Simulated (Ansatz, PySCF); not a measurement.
Species: GaI₂ (charge 0, doublet). It need not be the lowest isomer of its formula. 
Structure (B3LYP-D3(BJ)/def2-TZVP (Ansatz, an electronic-structure program) minimum search):
```xyz
3

Ga     0.8416     0.3935     0.2756
I     -0.5703     1.5785    -1.5088
I      0.0780    -1.8087     1.3476
```
Charge 0, spin multiplicity 2.

Dipole moments at this geometry, in debye (magnitudes).

```
level                 program  dipole (D)
--------------------  -------  ----------
BLYP/def2-TZVPD         PySCF        1.12
revPBE/def2-TZVPD      Ansatz        1.14
r2SCAN/def2-TZVPD      Ansatz  (withheld)
B97M-V/def2-TZVPD      Ansatz        1.12
B3LYP/def2-TZVPD       Ansatz        1.28
BHLYP/def2-TZVPD       Ansatz        1.48
r2SCANh/def2-TZVPD     Ansatz        1.25
CAM-B3LYP/def2-TZVPD   Ansatz        1.40
CCSD(T)/def2-SVPD      Ansatz  (withheld)
```

Problem. Fill in the missing entries.

Solution. 
- r2SCAN/def2-TZVPD, dipole (D): 1.19
- CCSD(T)/def2-SVPD, dipole (D): 1.21
